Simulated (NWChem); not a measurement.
System: C4H5FO; SMILES C=COC(=C)F

NWChem printed, in part:

```
             Northwest Computational Chemistry Package (NWChem) 7.3.0
             --------------------------------------------------------

                             Geometry "geometry" -> ""
                             -------------------------

 Output coordinates in angstroms (scale by  1.889725989 to convert to a.u.)

  No.       Tag          Charge          X              Y              Z
 ---- ---------------- ---------- -------------- -------------- --------------
    1 C                    6.0000     0.45216200     1.87486300    -0.57587500
    2 C                    6.0000    -0.50814700     1.44997100     0.24009200
    3 O                    8.0000    -0.80936300     0.14333400     0.58560000
    4 C                    6.0000    -0.01877900    -0.86818200     0.15653000
    5 C                    6.0000    -0.45238500    -1.92683300    -0.51506500
    6 F                    9.0000     1.26120000    -0.73859700     0.54702900
    7 H                    1.0000     1.15844200     1.21163900    -1.06120400
    8 H                    1.0000     0.54557800     2.93826500    -0.76384900
    9 H                    1.0000    -1.20930500     2.10935600     0.73891000
   10 H                    1.0000     0.22151300    -2.74276400    -0.74105400
   11 H                    1.0000    -1.48723000    -1.98326800    -0.82454000

 Effective nuclear repulsion energy (a.u.)     229.5260186895

                                 NWChem DFT Module
                                 -----------------

 Summary of "ao basis" -> "ao basis" (spherical)
 ------------------------------------------------------------------------------
       Tag                 Description            Shells   Functions and Types
 ---------------- ------------------------------  ------  ---------------------
 C                          def2-svp                 6       14   3s2p1d
 O                          def2-svp                 6       14   3s2p1d
 F                          def2-svp                 6       14   3s2p1d
 H                          def2-svp                 3        5   2s1p

 in cosmo_initialize ...
 calling solv_data for solv:dcm

 solvent parameters
 solvname_short: dcm
 solvname_long:  dichloromethane
 dielec:        8.9300
 dielecinf:     2.0283
 nonaqueous SMD model solvent descriptors
 dielec:        8.9300
 sola:          0.1000
 solb:          0.0500
 solc:          0.0000
 solg:         39.1500
 solh:          0.6670
 soln:          1.4242

          ---------------
          -cosmo- solvent
          ---------------
 Cosmo: York-Karplus, doi: 10.1021/jp992097l
 dielectric constant -eps-     =   8.93
 screen = (eps-1)/(eps    )    =   0.88802
 surface charge correction     = lagrangian

   van der Waals surface
 --------------------------

 ---------- ATOMIC COORDINATES (A.U.) ------------ VDWR(ANG.) --
     1    0.85446228    3.54297734   -1.08824595     1.850
     2   -0.96025859    2.74004788    0.45370809     1.850
     3   -1.52947430    0.27086198    1.10662354     2.114
     4   -0.03548716   -1.64062609    0.29579881     1.850
     5   -0.85488369   -3.64118640   -0.97333172     1.850
     6    2.38332242   -1.39574595    1.03373492     1.730
     7    2.18913795    2.28966571   -2.00538478     1.200
     8    1.03099293    5.55251573   -1.44346531     1.200
     9   -2.28525509    3.98610485    1.39633743     1.200
    10    0.41859887   -5.18307241   -1.40038900     1.200
    11   -2.81045718   -3.74783308   -1.55815467     1.200
 number of segments per atom =        128
 number of   points per atom =        128
 atom (   nspa,  nppa )
 ----------------------
    1 (     59,     0 )       0
    2 (     36,     0 )       0
    3 (     63,     0 )       0
    4 (     20,     0 )       0
    5 (     65,     0 )       0
    6 (     73,     0 )       0
    7 (     48,     0 )       0
    8 (     51,     0 )       0
    9 (     51,     0 )       0
   10 (     55,     0 )       0
   11 (     51,     0 )       0
 number of -cosmo- surface points =      572
 molecular surface =    123.050 angstrom**2
 molecular volume  =    101.324 angstrom**3
 -lineq- algorithm             =   0
 -bem- low  level              =   3
 -bem- from -octahedral-
 gaussian surface charge width =   4.50000
 degree of switching           =   1.00000
 switching function tolerance  =   0.00010
 atomic radii =
 --------------
    1  6.000  1.850
    2  6.000  1.850
    3  8.000  2.114
    4  6.000  1.850
    5  6.000  1.850
    6  9.000  1.730
    7  1.000  1.200
    8  1.000  1.200
    9  1.000  1.200
   10  1.000  1.200
   11  1.000  1.200
 ...... end of -cosmo- initialization ......

 nat:                    11
 ixmem:                  6636
 calling mnsol_interface()
 G(SMD-CDS) energy (kcal/mol)  =     0.716
 SMD-CDS SASA (angstrom**2)    =   146.457

            General Information
            -------------------
          SCF calculation type: DFT
          Wavefunction type:  closed shell.
          No. of atoms     :    11
          No. of electrons :    46
           Alpha electrons :    23
            Beta electrons :    23
          Charge           :     0
          Spin multiplicity:     1
          Use of symmetry is: off; symmetry adaption is: off
          Maximum number of iterations: 150
          AO basis - number of functions:   109
                     number of shells:    51
          Convergence on energy requested:  1.00D-06
          Convergence on density requested:  1.00D-05
          Convergence on gradient requested:  5.00D-04

              XC Information
              --------------
                       M05-2X Method XC Functional
                     Hartree-Fock (Exact) Exchange  0.560
                M05-2X metaGGA Exchange Functional  0.440
                      M05-2X Correlation Potential  1.000

             Grid Information
             ----------------
          Grid used for XC integration:  medium
          Radial quadrature: Mura-Knowles
          Angular quadrature: Lebedev.
          Tag              B.-S. Rad. Rad. Pts. Rad. Cut. Ang. Pts.
          ---              ---------- --------- --------- ---------
          C                   0.70       49          12.0       434
          O                   0.60       49          10.0       434
          F                   0.50       49          10.0       434
          H                   0.35       45          13.0       434
          Grid pruning is: on
          Number of quadrature shells:   519
          Spatial weights used:  Erf1

      Superposition of Atomic Density Guess
      -------------------------------------

 Sum of atomic energies:        -326.97930240

      Non-variational initial energy
      ------------------------------

 Total energy =    -330.060796
 1-e energy   =    -901.963668
 2-e energy   =     342.376853
 HOMO         =      -0.275590
 LUMO         =       0.035093

   convergence    iter        energy       DeltaE   RMS-Dens  Diis-err
 ---------------- ----- ----------------- --------- --------- ---------
     COSMO gas phase
 d= 0,ls=0.0,diis     1   -330.0224582058 -5.60D+02  1.03D-02  8.86D-01
 d= 0,ls=0.0,diis     2   -330.0419198042 -1.95D-02  5.23D-03  8.75D-01
 d= 0,ls=0.0,diis     3   -330.1323988777 -9.05D-02  1.22D-03  1.83D-02
 d= 0,ls=0.0,diis     4   -330.1342602705 -1.86D-03  4.15D-04  6.02D-03
 d= 0,ls=0.0,diis     5   -330.1348543386 -5.94D-04  8.97D-05  2.25D-04
  Resetting Diis
 d= 0,ls=0.0,diis     6   -330.1348757439 -2.14D-05  3.27D-05  1.51D-05
 d= 0,ls=0.0,diis     7   -330.1348776211 -1.88D-06  1.59D-05  1.94D-06
 d= 0,ls=0.0,diis     8   -330.1348776152  5.90D-09  8.40D-06  2.12D-06

   convergence    iter        energy       DeltaE   RMS-Dens  Diis-err
 ---------------- ----- ----------------- --------- --------- ---------
     COSMO solvation phase
 d= 0,ls=0.0,diis     1   -330.1392523538 -4.37D-03  9.57D-04  1.70D-03
 d= 0,ls=0.0,diis     2   -330.1396983657 -4.46D-04  1.91D-04  3.31D-04
 d= 0,ls=0.0,diis     3   -330.1397305827 -3.22D-05  8.44D-05  1.00D-04
 d= 0,ls=0.0,diis     4   -330.1397419698 -1.14D-05  2.38D-05  9.99D-06
 d= 0,ls=0.0,diis     5   -330.1397431222 -1.15D-06  7.47D-06  6.81D-07
 d= 0,ls=0.0,diis     6   -330.1397432011 -7.90D-08  2.00D-06  8.94D-08

         Total DFT energy =     -330.139743201140
      One electron energy =     -905.876199779636
           Coulomb energy =      388.442254377697
    Exchange-Corr. energy =      -42.471106690299
 Nuclear repulsion energy =      229.526018689458

             COSMO energy =        0.239290201641

 Numeric. integr. density =       45.999980760688

                                COSMO-SMD solvation results
                                ---------------------------

             internal energy in gas <Psi(g)|H|Psi(g)> =      -330.134877615197
         internal energy in solvent <Psi(s)|H|Psi(s)> =      -330.134321225732
                               delta internal energy  =         0.000556389465 (    0.35 kcal/mol)
   total free energy in solvent <Psi(s)|H+V/2|Psi(s)> =      -330.140883434788
 polarization energy contribution <Psi(s)|V/2|Psi(s)> =        -0.006562209056 (   -4.12 kcal/mol)
    total free energy in solvent including G(SMD-CDS) =      -330.139743201140
                       G(SMD-CDS) energy contribution =         0.001140233648 (    0.72 kcal/mol)
     1 M fixed-concentration free energy of solvation =        -0.004865585943 (   -3.05 kcal/mol)

                       DFT Final Molecular Orbital Analysis
                       ------------------------------------

 Vector   21  Occ=2.000000D+00  E=-4.526806D-01
              MO Center= -7.6D-02,  1.2D+00, -2.2D-02, r^2= 3.3D+00
   Bfn.  Coefficient  Atom+Function         Bfn.  Coefficient  Atom+Function
  ----- ------------  ---------------      ----- ------------  ---------------
    95      0.287741   9 H  s                85      0.257806   7 H  s
    18     -0.223715   2 C  px                4      0.205062   1 C  px
    75      0.175673   6 F  py                5     -0.171069   1 C  py
    32      0.164161   3 O  px                6     -0.158609   1 C  pz
    47      0.155986   4 C  py               20      0.151740   2 C  pz

 Vector   22  Occ=2.000000D+00  E=-3.350291D-01
              MO Center= -1.3D-01, -1.9D-01, -1.2D-01, r^2= 3.8D+00
   Bfn.  Coefficient  Atom+Function         Bfn.  Coefficient  Atom+Function
  ----- ------------  ---------------      ----- ------------  ---------------
    62      0.283115   5 C  pz               48      0.265979   4 C  pz
     6     -0.217237   1 C  pz               65      0.204689   5 C  pz
    18     -0.177949   2 C  px               20     -0.172975   2 C  pz
    76      0.163587   6 F  pz               32      0.159203   3 O  px
    51      0.145464   4 C  pz                9     -0.143705   1 C  pz

 Vector   23  Occ=2.000000D+00  E=-3.118096D-01
              MO Center= -1.5D-01,  3.0D-01, -1.4D-01, r^2= 3.7D+00
   Bfn.  Coefficient  Atom+Function         Bfn.  Coefficient  Atom+Function
  ----- ------------  ---------------      ----- ------------  ---------------
    34      0.298047   3 O  pz               37      0.250987   3 O  pz
     6     -0.231203   1 C  pz               62     -0.224478   5 C  pz
     4     -0.216259   1 C  px               20     -0.198556   2 C  pz
     9     -0.188011   1 C  pz               65     -0.182747   5 C  pz
     7     -0.178798   1 C  px               48     -0.174337   4 C  pz

 Vector   24  Occ=0.000000D+00  E= 4.533761D-02
              MO Center= -1.4D-01,  2.5D-01, -1.8D-01, r^2= 4.4D+00
   Bfn.  Coefficient  Atom+Function         Bfn.  Coefficient  Atom+Function
  ----- ------------  ---------------      ----- ------------  ---------------
    51     -0.399556   4 C  pz               23      0.388551   2 C  pz
    65      0.376422   5 C  pz                9     -0.363352   1 C  pz
     7     -0.338306   1 C  px               21      0.308027   2 C  px
    48     -0.307356   4 C  pz               20      0.248447   2 C  pz
    62      0.226189   5 C  pz               64     -0.225569   5 C  py

 Vector   25  Occ=0.000000D+00  E= 7.679141D-02
              MO Center= -1.3D-01,  6.6D-02, -1.1D-01, r^2= 4.2D+00
   Bfn.  Coefficient  Atom+Function         Bfn.  Coefficient  Atom+Function
  ----- ------------  ---------------      ----- ------------  ---------------
    65      0.423898   5 C  pz                9      0.415640   1 C  pz
    50      0.357691   4 C  py               23     -0.355685   2 C  pz
    17     -0.350292   2 C  s                48     -0.317297   4 C  pz
    21     -0.308288   2 C  px               51     -0.309248   4 C  pz
    20     -0.263542   2 C  pz               62      0.224355   5 C  pz

 Vector   26  Occ=0.000000D+00  E= 1.434323D-01
              MO Center= -4.2D-01,  1.8D+00, -8.3D-02, r^2= 7.1D+00
   Bfn.  Coefficient  Atom+Function         Bfn.  Coefficient  Atom+Function
  ----- ------------  ---------------      ----- ------------  ---------------
    91      1.270469   8 H  s                96      1.229198   9 H  s
     3     -0.969887   1 C  s                59     -0.729400   5 C  s
   106      0.635425  11 H  s                17     -0.596411   2 C  s
    22     -0.561206   2 C  py               45      0.434883   4 C  s
    31     -0.396598   3 O  s                 8     -0.379160   1 C  py

     Multipole analysis of the density
     ---------------------------------

     L   x y z        total         alpha         beta         nuclear
     -   - - -        -----         -----         ----         -------
     0   0 0 0      0.000000    -23.000000    -23.000000     46.000000

     1   1 0 0     -0.267338     -1.023730     -1.023730      1.780122
     1   0 1 0      0.221481      0.855821      0.855821     -1.490160
     1   0 0 1     -0.389587     -2.831354     -2.831354      5.273122

     2   2 0 0    -26.107352    -64.700500    -64.700500    103.293648
     2   1 1 0     -0.143088      0.857660      0.857660     -1.858409
     2   1 0 1     -0.905714     -0.499379     -0.499379      0.093043
     2   0 2 0    -20.942387   -173.998730   -173.998730    327.055074
     2   0 1 1      1.340389      1.596230      1.596230     -1.852071
     2   0 0 2    -26.666479    -36.537370    -36.537370     46.408261
```

Level: M05-2X/def2-SVP, SMD on the gas-phase geometry. Geometry: optimised at B3LYP/6-31G* (spherical d). Solvent: dichloromethane.

Problem. Write an input that gives this output.

Solution. This is not unique; one that fits is the input that was run:
```
start job
memory heap 200 mb stack 900 mb global 1100 mb
geometry units angstroms noautosym nocenter noautoz
  C      0.452162     1.874863    -0.575875
  C     -0.508147     1.449971     0.240092
  O     -0.809363     0.143334     0.585600
  C     -0.018779    -0.868182     0.156530
  C     -0.452385    -1.926833    -0.515065
  F      1.261200    -0.738597     0.547029
  H      1.158442     1.211639    -1.061204
  H      0.545578     2.938265    -0.763849
  H     -1.209305     2.109356     0.738910
  H      0.221513    -2.742764    -0.741054
  H     -1.487230    -1.983268    -0.824540
end
basis spherical
  C library def2-svp
  O library def2-svp
  F library def2-svp
  H library def2-svp
end
dft
  xc m05-2x
  iterations 150
end
cosmo
  do_cosmo_smd true
  solvent dcm
end
task dft energy
```
